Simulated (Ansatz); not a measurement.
The B1–H3 bond of BFHI (SMILES FBI) is stretched (multiplicity 1, the rest rigid).
Geometry at rest (charge 0, multiplicity 1):
```xyz
4

B     -0.2447    -1.3335     0.8064
F      0.7923    -1.7438     1.4967
H     -1.2601    -1.9458     0.8179
I     -0.0877     0.4586    -0.3457
```

Cores are frozen in the correlated methods. Filled d and f shells under p-block atoms count as core.

Programs: Ansatz (a program for electronic structure) with Gaussian orbitals.  In def2 rows elements past Kr take small-core potentials, without spin–orbit coupling.

FIC-MRCISD+Q on CASSCF(2,2)/def2-TZVPP, total energies (hartree):

```csv
R (Å),CASSCF,MRCISD,weight c² of the reference
1.186,-421.511834,-421.952274,0.89265
2.075,-421.415990,-421.847799,0.89206
3.794,-421.357516,-421.783563,0.89315
```

**Question.** Add the Davidson correction (E_MRCISD − E_CASSCF)(1 − c²)/c² and give the energies above the first point at the three levels.

**Answer.** 
Corrections (hartree): -0.052965, -0.052251, -0.050968. Above the first point (kcal/mol):
- R = 2.075 Å: CASSCF 60.1, MRCISD 65.6, with the correction 66.0
- R = 3.794 Å: CASSCF 96.8, MRCISD 105.9, with the correction 107.1
